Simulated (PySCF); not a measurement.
CH9NO2Si2, SMILES O[SiH](O)CN[SiH3]. Atoms are numbered in the order given.

```xyz
15

O     -1.4369    -0.7940     1.2069
Si    -1.6229     0.2366    -0.1004
O     -1.9333     1.8368     0.3079
C      0.1048     0.2663    -0.9128
N      0.9543    -0.7640    -0.2844
Si     2.6839    -0.5101    -0.0733
H     -0.4638    -0.9423     1.2867
H     -2.7531    -0.2883    -0.9394
H     -2.8253     2.0109     0.6550
H      0.5193     1.2694    -0.6683
H      0.0821     0.2105    -2.0263
H      0.6901    -1.7134    -0.5704
H      2.8636     0.7295     0.7574
H      3.4660    -0.3200    -1.3542
H      3.2193    -1.7195     0.6407
```
Charge 0, spin multiplicity 1.

Coordinates come from a PBE-D3(BJ)/def2-SVP optimisation. This is a generated structure with no PubChem entry under its InChIKey; it may be hypothetical. Other conformers were not sampled.

Computed with PBE-D3(BJ)/def2-SVP (PySCF 2.14.0).

Frequencies are harmonic and unscaled.

| mode | ν (cm⁻¹) | IR (km/mol) | moving atoms (share of kinetic energy) |
|---|---|---|---|
| 1 | 42 | 0.5 | O 35 %, H 26 %, C 21 %, Si 17 % |
| 2 | 63 | 4.9 | H 31 %, O 26 %, N 25 %, Si 15 % |
| 3 | 120 | 0.3 | H 70 %, O 15 % |
| 4 | 186 | 2.6 | H 54 %, N 21 %, O 12 %, C 9 % |
| 5 | 209 | 26.3 | N 30 %, O 29 %, H 24 %, Si 13 % |
| 6 | 240 | 9.0 | O 44 %, H 21 %, C 12 %, Si 12 %, N 12 % |
| 7 | 249 | 59.0 | H 71 %, Si 12 %, O 11 % |
| 8 | 324 | 10.7 | Si 39 %, H 35 %, O 15 % |
| 9 | 338 | 60.6 | O 49 %, Si 34 %, H 16 % |
| 10 | 456 | 111.7 | H 77 %, N 9 % |
| 11 | 615 | 17.7 | H 63 %, C 26 % |
| 12 | 639 | 36.7 | H 82 %, C 9 % |
| 13 | 659 | 44.0 | H 81 % |
| 14 | 678 | 82.4 | H 80 %, N 9 %, Si 8 % |
| 15 | 693 | 79.2 | H 44 %, C 29 %, Si 20 % |
| 16 | 763 | 27.5 | H 50 %, O 20 %, C 12 %, N 11 % |
| 17 | 789 | 144.0 | O 39 %, H 31 %, Si 16 %, N 11 % |
| 18 | 822 | 31.3 | H 56 %, N 20 %, Si 10 %, C 10 % |
| 19 | 843 | 20.1 | H 70 %, O 16 %, Si 11 % |
| 20 | 875 | 75.7 | H 46 %, O 28 %, Si 23 % |
| 21 | 879 | 81.3 | H 93 % |
| 22 | 921 | 210.6 | H 93 % |
| 23 | 938 | 181.4 | Si 38 %, H 36 %, O 25 % |
| 24 | 944 | 185.4 | H 92 % |
| 25 | 1017 | 163.6 | H 84 % |
| 26 | 1075 | 39.5 | N 41 %, C 34 %, H 23 % |
| 27 | 1141 | 52.8 | H 87 %, N 10 % |
| 28 | 1208 | 5.3 | H 72 %, C 25 % |
| 29 | 1342 | 11.0 | H 79 %, N 15 % |
| 30 | 1397 | 13.5 | H 92 % |
| 31 | 2116 | 166.0 | H 97 % |
| 32 | 2167 | 208.1 | H 97 % |
| 33 | 2171 | 40.6 | H 98 % |
| 34 | 2181 | 113.9 | H 96 % |
| 35 | 2936 | 30.7 | H 94 % |
| 36 | 3006 | 5.9 | H 91 %, C 9 % |
| 37 | 3474 | 14.8 | H 93 % |
| 38 | 3512 | 246.9 | H 94 % |
| 39 | 3764 | 73.9 | H 94 % |
